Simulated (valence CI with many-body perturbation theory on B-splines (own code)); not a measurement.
## Level structure of Sr VI

Method: valence CI with perturbative core correlation (CI+MBPT): five valence electrons over a frozen Dirac-Fock core [Ar] 3d10, radial functions for each j: 11 s, 11 p, 10 d, 8 f, 5 g, 2 h, with the one-electron correlation potential Σ1 (screened to all orders), the two-electron term Σ2, the three-electron term Σ3, Breit, model QED; selected single and double excitations, second order for the rest, scaled by the run's own slope (own B-spline code, finite nucleus).

Against 20 measured levels this calculation errs by 110 cm⁻¹ on average and by 299 at most. These come from a selection out of Sansonetti, J. Phys. Chem. Ref. Data 41, 013102 (2012). Levels without a partner in it may be off by more. Among the levels kept, up to 3300 cm⁻¹ of a level comes from second order outside the variational space, and about a tenth of that is noise between levels of different J, which matters for small intervals.

Levels 91 to 135 of 181, with energies above the lowest level, 4s²4p³ ⁴S°_3/2. "Leading %" is the weight of the configuration and term that name the level; weights of strongly mixed levels are sums over their largest components and can fall short. In the jj column 3d3/2^4 stands for four electrons in 3d with j = 3/2. Lifetimes count E1, E2, E3, M1 and M2 decay at the calculated energies, and are blank where another channel may lead or the interval is too uncertain; long ones can be off by a factor of two.

| No. | Configuration | Term | J | E (eV) | Leading % | Lifetime | Leading jj |
| --- | --- | --- | --- | --- | --- | --- | --- |
| 91 | 4s4p³4d | ⁴D° | 3/2 | 51.836 | 69 | 205 ps | 4s 4p1/2 4p3/2^2 4d3/2 (32 %) |
| 92 | 4s4p³4d | ⁴F° | 5/2 | 51.916 | 45 | 1.31 ns | 4s 4p1/2 4p3/2^2 4d3/2 (38 %) |
| 93 | 4s4p³4d | ⁴F° | 7/2 | 52.008 | 60 | 496 ps | 4s 4p1/2 4p3/2^2 4d5/2 (30 %) |
| 94 | 4s4p³4d | ⁴F° | 3/2 | 52.059 | 58 | 386 ps | 4s 4p1/2 4p3/2^2 4d3/2 (45 %) |
| 95 | 4s4p³4d | ⁴F° | 9/2 | 52.208 | 56 | 2.73 ns | 4s 4p3/2^3 4d5/2 (38 %) |
| 96 | 4s4p³4d | ⁴D° | 5/2 | 52.221 | 48 | 111 ps | 4s 4p1/2 4p3/2^2 4d5/2 (27 %) |
| 97 | 4s4p³4d | ⁴P° | 1/2 | 52.312 | 84 | 423 ps | 4s 4p1/2^2 4p3/2 4d3/2 (31 %) |
| 98 | 4s²4p²5p | ²P° | 3/2 | 52.346 | 53 | 199 ps | 4s^2 4p3/2^2 5p3/2 (51 %) |
| 99 | 4s4p³4d | ⁴P° | 3/2 | 52.354 | 48 | 141 ps | 4s 4p1/2^2 4p3/2 4d5/2 (23 %) |
| 100 | 4s4p³4d | ²D° | 5/2 | 52.621 | 40 | 334 ps | 4s 4p1/2 4p3/2^2 4d5/2 (41 %) |
| 101 | 4s4p³4d | ⁴D° | 7/2 | 52.791 | 80 | 62.9 ps | 4s 4p1/2 4p3/2^2 4d5/2 (42 %) |
| 102 | 4s4p³4d | ⁴P° | 5/2 | 52.928 | 72 | 48.8 ps | 4s 4p1/2 4p3/2^2 4d5/2 (49 %) |
| 103 | 4s4p³4d | ²D° | 3/2 | 53.046 | 65 | 241 ps | 4s 4p1/2 4p3/2^2 4d5/2 (24 %) |
| 104 | 4s²4p²4f | ²G° | 7/2 | 53.298 | 16 | 174 ps | 4s 4p1/2 4p3/2^2 4d5/2 (19 %) |
| 105 | 4s²4p²4f | ⁴D° | 7/2 | 53.425 | 26 | 43.3 ps | 4s^2 4p1/2 4p3/2 4f7/2 (32 %) |
| 106 | 4s²4p²4f | ²D° | 5/2 | 53.507 | 22 | 54.4 ps | 4s 4p1/2 4p3/2^2 4d3/2 (31 %) |
| 107 | 4s4p³4d | ⁴S° | 3/2 | 53.556 | 48 | 24.9 ps | 4s 4p1/2 4p3/2^2 4d3/2 (67 %) |
| 108 | 4s4p³4d | ⁴P° | 5/2 | 53.602 | 39 | 38.0 ps | 4s 4p1/2 4p3/2^2 4d5/2 (36 %) |
| 109 | 4s4p³4d | ²D° | 3/2 | 53.836 | 45 | 263 ps | 4s 4p1/2 4p3/2^2 4d5/2 (17 %) |
| 110 | 4s²4p²5p | ²P° | 1/2 | 53.856 | 90 | 227 ps | 4s^2 4p3/2^2 5p1/2 (76 %) |
| 111 | 4s4p³4d | ²F° | 7/2 | 53.964 | 53 | 120 ps | 4s 4p1/2 4p3/2^2 4d5/2 (30 %) |
| 112 | 4s4p³4d | ⁴P° | 3/2 | 53.969 | 58 | 18.5 ps | 4s 4p1/2 4p3/2^2 4d5/2 (39 %) |
| 113 | 4s²4p²4f | ⁴D° | 5/2 | 54.009 | 31 | 33.0 ps | 4s 4p1/2 4p3/2^2 4d5/2 (28 %) |
| 114 | 4s²4p²4f | ²G° | 9/2 | 54.079 | 42 | 526 ps | 4s 4p1/2 4p3/2^2 4d5/2 (26 %) |
| 115 | 4s²4p²5p | ²P° | 3/2 | 54.104 | 84 | 204 ps | 4s^2 4p3/2^2 5p3/2 (72 %) |
| 116 | 4s4p³4d | ²F° | 5/2 | 54.148 | 20 | 71.6 ps | 4s 4p3/2^3 4d5/2 (23 %) |
| 117 | 4s4p³4d | ⁴P° | 1/2 | 54.241 | 76 | 16.5 ps | 4s 4p3/2^3 4d3/2 (34 %) |
| 118 | 4s²4p²4f | ⁴D° | 3/2 | 54.290 | 42 | 25.0 ps | 4s^2 4p1/2 4p3/2 4f5/2 (22 %) |
| 119 | 4s²4p²4f | ⁴D° | 1/2 | 54.437 | 40 | 23.8 ps | 4s^2 4p1/2 4p3/2 4f5/2 (22 %) |
| 120 | 4s²4p²4f | ⁴G° | 5/2 | 54.941 | 61 | 64.6 ps | 4s^2 4p1/2^2 4f5/2 (36 %) |
| 121 | 4s4p³4d | ⁴D° | 7/2 | 55.041 | 31 | 53.4 ps | 4s^2 4p1/2^2 4f7/2 (21 %) |
| 122 | 4s4p³4d | ⁴D° | 1/2 | 55.092 | 30 | 37.5 ps | 4s 4p1/2^2 4p3/2 4d3/2 (32 %) |
| 123 | 4s4p³4d | ⁴D° | 3/2 | 55.274 | 58 | 41.9 ps | 4s 4p1/2 4p3/2^2 4d3/2 (20 %) |
| 124 | 4s4p³4d | ⁴D° | 5/2 | 55.294 | 39 | 58.6 ps | 4s 4p1/2 4p3/2^2 4d5/2 (25 %) |
| 125 | 4s²4p²4f | ⁴G° | 7/2 | 55.348 | 49 | 64.9 ps | 4s^2 4p1/2 4p3/2 4f5/2 (34 %) |
| 126 | 4s4p³4d | ²F° | 5/2 | 55.477 | 57 | 156 ps | 4s 4p1/2 4p3/2^2 4d5/2 (44 %) |
| 127 | 4s4p³4d | ²P° | 3/2 | 55.544 | 60 | 22.4 ps | 4s 4p1/2 4p3/2^2 4d5/2 (36 %) |
| 128 | 4s4p³4d | ²P° | 1/2 | 55.644 | 37 | 24.2 ps | 4s 4p1/2 4p3/2^2 4d3/2 (32 %) |
| 129 | 4s²4p²4f | ⁴G° | 9/2 | 55.658 | 71 | 64.1 ps | 4s^2 4p1/2 4p3/2 4f7/2 (59 %) |
| 130 | 4s4p³4d | ²F° | 7/2 | 55.670 | 37 | 127 ps | 4s 4p3/2^3 4d5/2 (26 %) |
| 131 | 4s²4p²4f | ⁴G° | 11/2 | 56.046 | 68 | 65.4 ps | 4s^2 4p1/2 4p3/2 4f7/2 (58 %) |
| 132 | 4s4p³4d | ²D° | 5/2 | 56.113 | 43 | 31.1 ps | 4s 4p1/2 4p3/2^2 4d5/2 (20 %) |
| 133 | 4s4p³5s | ⁶S° | 5/2 | 56.149 | 96 | 3.77 ns | 4s 4p1/2 4p3/2^2 5s (52 %) |
| 134 | 4s²4p²4f | ²F° | 7/2 | 56.174 | 56 | 104 ps | 4s^2 4p1/2 4p3/2 4f7/2 (33 %) |
| 135 | 4s4p³4d | ²D° | 3/2 | 56.310 | 49 | 29.1 ps | 4s 4p1/2 4p3/2^2 4d5/2 (29 %) |

Names give the largest LS component (configuration and term), which can be under half, so a name can repeat, a term be missing and a line seem to break the LS rules; names also repeat where a configuration has a term twice.

Where two levels of one J and parity lie close, their mixing, g and order are uncertain.
